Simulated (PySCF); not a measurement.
2-fluoro-2-methylpropane (C4H9F), SMILES CC(C)(C)F.

Coordinates come from a PBE-D3(BJ)/def2-SVP optimisation.

Two levels are set side by side: TDDFT-PBE/def2-SVPD (PySCF) and TDDFT-ωB97X/def2-SVPD (PySCF). Vertical, same geometry. The lowest singlet is HOMO→LUMO 100 % with PBE and HOMO−1→LUMO 88 % with the other functional; states are paired by order. Differences are taken from unrounded values.

```tsv
quantity	TDDFT-ωB97X
lowest singlet excitation (eV)	9.52
lowest triplet excitation (TDA) (eV)	9.35
```

Problem. What does TDDFT-PBE give, and how far is it from TDDFT-ωB97X? (Estimate from the structure and the level; the computed values follow.)

Solution. 
| quantity | TDDFT-PBE | TDDFT-PBE minus TDDFT-ωB97X |
|---|---|---|
| lowest singlet excitation (eV) | 7.54 | -1.98 |
| lowest triplet excitation (TDA) (eV) | 7.44 | -1.91 |

Functionals without exact exchange tend to place singlet excitations lower, as here. Differences between two approximate levels are no errors against the true value.

Rough cost on one machine, each run with all the roots and properties that it gave: TDDFT-ωB97X against TDDFT-PBE about 9 times.
